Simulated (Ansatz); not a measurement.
## Relaxing a trial structure of CH2BeCl

The starting geometry of this gas-phase doublet was optimised with GFN2-xTB.

```xyz
5

C     0.8587    0.5855    0.1934
Be   -0.4456    1.3604   -0.6417
Cl    0.2573    2.0161    1.1124
H     0.7667   -0.2651    0.8638
H     1.9174    0.7614    0.0184
```

Q: Predict what becomes of its bonds when it is optimised with PBE0-D3(BJ)/pcseg-1.

A: A bond breaks, leaving `[Be][CH2]Cl`. Contacts that open: Be2–Cl3 (2.00 → 2.75 Å).

The energy falls by 0.22 eV over 11 steps:

| step | E − E(last) (eV) |
| --- | --- |
| 1 | 0.224 |
| 2 | 0.127 |
| 3 | 0.054 |
| 4 | 0.042 |
| 5 | 0.034 |
| 7 | 0.004 |
| 8 | 0.002 |
| 9 | 0.001 |
| 10 | 0.000 |
| 11 | 0.000 |

Final geometry (Å):

```yaml
atoms:
  - { symbol: C, position_ang: [0.7783, 0.7309, 0.2602] }
  - { symbol: Be, position_ang: [-0.3920, 1.0534, -0.9415] }
  - { symbol: Cl, position_ang: [0.4679, 2.0682, 1.4622] }
  - { symbol: H, position_ang: [0.6711, -0.2138, 0.8081] }
  - { symbol: H, position_ang: [1.8293, 0.8196, -0.0425] }
```

Frequencies at the end are all real (lowest 136 cm⁻¹). Open shells are spin-unrestricted. Run with Ansatz 0.2.0, 49 s on 1 thread of Arm Neoverse N1, with other jobs on the host.
